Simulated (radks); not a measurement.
Values are calculated unless marked as measured or tabulated.
Species: the zirconium ion Zr39+. Configuration: 1s1 (the NIST ground configuration).

Code: a radial shooting solver on a logarithmic mesh with Libxc functionals. Model: non-relativistic Kohn-Sham, r2SCAN, spin-polarised, spherical densities, point nucleus; open shells are filled with parallel spins first (spin-orbit coupling, left out, can overturn this in heavy ions); meta-GGA in the generalised Kohn-Sham scheme; relativity is left out, which matters for an element this heavy.

Energy parts (hartree):
total: -800.00010
kinetic: 800.00010
electron-nucleus: -1599.99994
Hartree: 12.49805
exchange-correlation: -12.49831

Orbitals (lengths in bohr, moments of r in powers of bohr; r(max) is where P^2 peaks):
[
 {"orbital": "1s up", "occ.": "1", "eigenvalue (hartree)": "-791.7295", "<r^4>": "8.810e-06", "r(max)": "0.02499"}
]

The highest occupied level is 1s up at -21544 eV. The electron density at the nucleus is 2.038e+04 e/bohr^3. Summed over all electrons, <r^2> = 0.001876 bohr^2, which gives a Langevin (diamagnetic) susceptibility term of -0.00149 x 10^-6 cm^3/mol. The spin density at the nucleus is 20383 e/bohr^3 (1s 20383).
